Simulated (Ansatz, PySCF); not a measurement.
Gas-phase reaction (SMILES): O[SiH](O)O + [H][H] (H2) → O[SiH2]O + O (H2O); hydrogen cleaves one Si-O bond, a model of a ligand-exchange step.

Geometries: B3LYP-D3(BJ)/def2-TZVP minima from Ansatz (a first-principles code), one conformer each, not searched for the lowest. Valence correlation only, unless marked. Spin-orbit coupling is left out. No relativistic terms. CBS(X,Y): correlation extrapolated as X^-3; Hartree-Fock from the larger set. Thermal terms are rigid-rotor harmonic-oscillator values from B3LYP-D3(BJ) frequencies (Ansatz or PySCF) at 298.15 K and 1 atm. 1 Eh = 627.5095 kcal/mol.

```tsv
species	E, CCSD(T)/CBS(aug-cc-pV(T+d)Z,aug-cc-pV(Q+d)Z) (Ansatz) (Eh)	E, r2SCAN-D4/def2-TZVPD (Ansatz + dftd4) (Eh)	H - E (Eh)
O[SiH](O)O	-517.15971	-517.71215	0.05830
[H][H] (H2)	-1.17444	-1.17100	0.01336
O[SiH2]O	-441.91822	-442.41814	0.05088
O (H2O)	-76.37513	-76.42298	0.02495
```

### Question
Work out ΔE and ΔH at 298.15 K at the first level, then ΔH at the second.

### Answer

1. ΔE = [(-441.91822) + (-76.37513)] - [(-517.15971) + (-1.17444)] = 0.04080 Eh = 25.6 kcal/mol at CCSD(T)/CBS(aug-cc-pV(T+d)Z,aug-cc-pV(Q+d)Z).
2. The terms H - E add up to 0.00417 Eh, so ΔH = (0.04080 + (0.00417))×627.5095 = 28.2 kcal/mol.
3. At r2SCAN-D4/def2-TZVPD the same steps give ΔE = 26.4 and ΔH = 29.0 kcal/mol, a shift of +0.8 from the first level.
4. These values are not checked against measurement here, since the tables used lack a sound gas-phase enthalpy of formation for at least one species.
